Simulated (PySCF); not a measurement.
TDDFT excited states: C4H3ClSe

Species: C4H3ClSe.
Numbering: `[Cl:1][c:2]1[cH:3][cH:4][cH:5][se:6]1` (hydrogens: H7 on C3; H8 on C4; H9 on C5)

Geometry (PBE0-D3(BJ)/def2-SVP, Å), atoms numbered from 1 in this order:
```xyz
9
C4H3ClSe angstrom
Cl     3.4639    0.4991    0.4407
C      1.7644    0.4042    0.2627
C      1.0198   -0.7364    0.1577
C     -0.3815   -0.5007    0.0173
C     -0.7518    0.8132    0.0097
Se     0.7103    1.9427    0.1884
H      1.4715   -1.7290    0.1809
H     -1.1056   -1.3126   -0.0769
H     -1.7591    1.2173   -0.0851
```

Theory: TDDFT B3LYP/def2-SVPD, vertical, gas phase, core orbitals frozen in the response in PySCF 2.14.0, density-fitted response routines. The B3LYP/def2-SVPD calculation is non-relativistic and has no spin–orbit coupling, an omission that weighs most on selenium.

Q: What does the calculation give for the low-lying excited states?

A: 

```json
{"state": "S1", "E (eV)": "4.90", "λ (nm)": "252.8", "f": "0.0001", "symmetry": "–", "main configurations (H = HOMO, L = LUMO)": "H→L+1 (98%)"}
{"state": "S2", "E (eV)": "5.02", "λ (nm)": "246.8", "f": "0.113", "symmetry": "A′", "main configurations (H = HOMO, L = LUMO)": "H→L (94%)"}
{"state": "S3", "E (eV)": "5.27", "λ (nm)": "235.3", "f": "0.0003", "symmetry": "–", "main configurations (H = HOMO, L = LUMO)": "H-1→L+1 (98%)"}
{"state": "S4", "E (eV)": "5.35", "λ (nm)": "231.9", "f": "0.100", "symmetry": "A′", "main configurations (H = HOMO, L = LUMO)": "H-1→L (86%), H→L+4 (9%)"}
{"state": "S5", "E (eV)": "5.73", "λ (nm)": "216.6", "f": "0.0000", "symmetry": "–", "main configurations (H = HOMO, L = LUMO)": "H→L+2 (93%)"}
{"state": "S6", "E (eV)": "6.08", "λ (nm)": "204.0", "f": "0.0013", "symmetry": "–", "main configurations (H = HOMO, L = LUMO)": "H→L+3 (94%)"}
```

The lowest singlet comes at 253 nm (473 kJ/mol) in the ultraviolet; it is dark (f under 0.0005); its leading configuration is HOMO→LUMO+1 (98%). The most intense listed level is S2 at 5.02 eV (247 nm, f = 0.113), 0.12 eV above S1. Löwdin shares by element: HOMO carbon 61% or more, chlorine 19% (atoms not listed hold the other 20%); LUMO carbon 54% or more, selenium 22% (atoms not listed hold the other 24%). The oscillator strengths of these states sum to 0.215; summed over the whole spectrum of an exact calculation they would give the number of electrons, 78 (Thomas–Reiche–Kuhn). Of the 6 states listed, 2 reach f = 0.01 and 3 stay under 0.0005. The listed states span 1.17 eV, and the widest gap between neighbours is 0.38 eV (S4 to S5). Symmetry labels in Cs follow from the direction of the transition dipole and are given only for states with f of 0.002 or more. Only the lowest 6 singlets were computed, as vertical energies without vibronic structure.

On Arm Neoverse N1, one thread (shared host), this took 35 s wall.
